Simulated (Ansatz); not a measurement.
Frontier orbitals of C$_{2}$H$_{5}$GaSi, SMILES `C#C[SiH2][GaH2]`.

The species carries charge 0 and has multiplicity 1. Correlated methods include outer-core shells of Ga, which these sets cover unevenly. Scalar relativity is left out up to krypton. Geometry: relaxed with PBE0-D4/def2-TZVP. Basis def2-TZVPP, the Gaussian-basis code of Ansatz.

Orbital energies of one run (eV). Highest occupied ones, from the top: -6.17, -6.84, -7.25, -7.44, -8.69, -9.51, -10.89, -12.72, -14.09, -18.26, -19.78, -19.83, -19.95, -19.98. Empty: -2.92, -0.93, -0.77, -0.35, 0.36, 1.00.

Question: Which functional gave them?
A. BLYP
B. HSE06 (plane-wave form)
C. B97M-V
D. PBE0

Answer: A. HOMO energies: BLYP -6.17, PBE0 -7.37, B97M-V -6.60, HSE06 -6.98 eV.
